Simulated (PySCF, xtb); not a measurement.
Mg(H)(NH2) (H3MgN), SMILES [NH2][MgH].

GFN2-xTB run with xtb at its own geometry gives an orbital gap of 2.11 eV and a dipole moment of 2.03 D.

Geometry: B3LYP-D3(BJ)/def2-TZVP.

Q: What does PBE0/def2-TZVPD in PySCF give? (An estimate is asked for; the answer gives what the named calculation found.)

A: gap 5.71 eV (levels -6.31 and -0.60 eV), dipole 0.62 D.
